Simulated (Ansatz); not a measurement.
Job for Ansatz (a program for electronic structure): R-wB97X-V/def2-TZVPPD on CH3Br (SMILES CBr) with ghost functions, monomers drawn apart or pushed together. Files ending in .json are basis or fitting sets from the Basis Set Exchange.

Ansatz 0.2 input:
```yaml
crystal:
  periodic: [false, false, false]
  atoms:
    - {symbol: C, position_ang: [-0.43296675, -1.17774870, 3.76628766]}
    - {symbol: Br, position_ang: [-0.38302680, 0.70193469, 4.32085280]}
    - {symbol: H, position_ang: [-0.33599324, -1.20067143, 2.68635535]}
    - {symbol: H, position_ang: [-1.38456098, -1.58514688, 4.08846327]}
    - {symbol: H, position_ang: [0.39658547, -1.68029566, 4.25063870]}
basis:
  gaussian:
    orbitals: def2-TZVPPD.json
    ghost_atoms:
      - {symbol: C, position_ang: [-0.04807336, 0.49295128, 0.17416327]}
      - {symbol: C, position_ang: [-0.00730491, -0.26668080, -0.75058010]}
      - {symbol: H, position_ang: [-0.08614730, 1.15266238, 1.00907191]}
      - {symbol: H, position_ang: [0.02992696, -0.93229205, -1.57819080]}
hamiltonian:
  xc: {name: wB97X-V}
scf: {lower_state_search: off}
```

Program output:

```
WARN ansatz: RAYON_NUM_THREADS=1 ignored (pool sized by the plan → 1); use --threads N
Functional definition: wB97X-V
these checks for a lower state are left out or cut short: stability, starts, cluster_reference, orbital_swaps, neighbouring_geometries, increment
integrals: 0.23 GiB planned
1223 factors; their error is unknown
integrals: 0.26 GiB planned
340 factors; integrals over basis functions are off by at most 4.0e-5 eV
mean field: 1.74 GiB planned
mean field evaluation 1: about -71124.9509 eV, gradient 2.1e1 eV
mean field evaluation 2: about -71125.4215 eV, gradient 1.4e1 eV
mean field evaluation 4: about -71125.8410 eV, gradient 5.3e-1 eV
mean field evaluation 8: about -71126.0439 eV, gradient 4.8e-1 eV
mean field evaluation 16: about -71126.0441 eV, gradient 4.5e-6 eV
mean field -71126.04409962 eV, -2613.8339096968 hartree, gradient 4.4e-6 eV, S^2 0.000000; 0 other end points of the search recorded, 0 dependent functions left out
reference -71126.04409736 eV, -2613.8339096139 hartree; 22, 22 occupied and 231, 231 virtual orbitals, 1223 factors
Total energy: -71126.04409736 eV, -2613.8339096139 hartree
Checks for a lower state left out: stability, starts, cluster_reference, orbital_swaps, neighbouring_geometries, increment
```

The run converged.

Cost: around 8 core-seconds (rough).
